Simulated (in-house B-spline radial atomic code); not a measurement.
Levels of two electrons outside the bare core along the 2-electron series, above the ground level 1s2 J0; labels give the leading configuration and J, and a prime marks the next level of the same label. Computed with an all-electron radial atomic-structure program (B-spline basis): configuration interaction with many-body perturbation theory for the core, Breit and QED.

```csv
ion,Z,first ionisation energy (eV),excitation of 1s2p J1 (eV),core correlation Breit and QED part of 1s2p J1 (eV),excitation of 1s3s J1 (eV),core correlation Breit and QED part of 1s3s J1 (eV),excitation of 1s2s J0 (eV),core correlation Breit and QED part of 1s2s J0 (eV),excitation of 1s2p J1' (eV),core correlation Breit and QED part of 1s2p J1' (eV)
I51+,53,38713.9,29043.5,-96.031,34440.1,-95.398,29051.6,-79.379,29435.8,-92.462
Xe52+,54,?,?,?,?,?,?,?,?,?
Cs53+,55,41857.7,31388.3,-108.13,37235.2,-107.34,31397.9,-89.254,31845.2,-103.98
Ba54+,56,?,?,?,?,?,?,?,?,?
La55+,57,45141.4,33835.6,-121.27,40154.4,-120.3,33847.1,-99.956,34365.5,-116.49
Ce56+,58,46836.5,35098.3,-128.24,41661.5,-127.18,35110.9,-105.63,35668.2,-123.13
Pr57+,59,48567.8,36387.5,-135.48,43200.6,-134.34,36401.1,-111.53,36999.7,-130.04
Nd58+,60,50335.5,37703.3,-143.02,44772.1,-141.78,37718.1,-117.65,38360.4,-137.22
Pm59+,61,52140.0,39046.1,-150.84,46376.3,-149.5,39062.1,-124.01,39750.6,-144.68
```

Problem. Fill in the row of Xe52+.

Solution. first ionisation energy (eV): 40268.5; excitation of 1s2p J1 (eV): 30203.1; core correlation Breit and QED part of 1s2p J1 (eV): -101.96; excitation of 1s3s J1 (eV): 35822.2; core correlation Breit and QED part of 1s3s J1 (eV): -101.25; excitation of 1s2s J0 (eV): 30212; core correlation Breit and QED part of 1s2s J0 (eV): -84.216; excitation of 1s2p J1' (eV): 30626.8; core correlation Breit and QED part of 1s2p J1' (eV): -98.103.

Problem. Fill in the row of Ba54+.

Solution. first ionisation energy (eV): 43481.9; excitation of 1s2p J1 (eV): 32599; core correlation Breit and QED part of 1s2p J1 (eV): -114.57; excitation of 1s3s J1 (eV): 38679.1; core correlation Breit and QED part of 1s3s J1 (eV): -113.69; excitation of 1s2s J0 (eV): 32609.5; core correlation Breit and QED part of 1s2s J0 (eV): -94.499; excitation of 1s2p J1' (eV): 33091.3; core correlation Breit and QED part of 1s2p J1' (eV): -110.11.
